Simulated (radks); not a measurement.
Results of a calculation; reference values are marked as such.
Question: Species: Se3+. Configuration: [Ar] 3d10 4s2 4p1. Code: a radial shooting solver on a logarithmic mesh with Libxc functionals. Model: scalar-relativistic Kohn-Sham, BLYP, spin-unpolarised, spherical densities, finite nucleus; Fermi nuclear charge, rms radius 4.14 fm. Some entries of the table are withheld. Estimate them.

orbital  occ.  eigenvalue (hartree)  <r^2> (bohr^2)
1s          2             -461.0283             (1)
2s          2             -60.42225         0.04528
2p          6                   (2)         0.03584
3s          2              -9.17216          0.3792
3p          6                   (3)          0.4071
3d         10                   (4)          0.4894
4s          2                   (5)           3.041
4p          1              -1.33847             (6)

Answer: 
(1) 1s <r^2> (bohr^2): 0.002616
(2) 2p eigenvalue (hartree): -53.32099
(3) 3p eigenvalue (hartree): -6.95129
(4) 3d eigenvalue (hartree): -3.28184
(5) 4s eigenvalue (hartree): -1.81294
(6) 4p <r^2> (bohr^2): 4.052
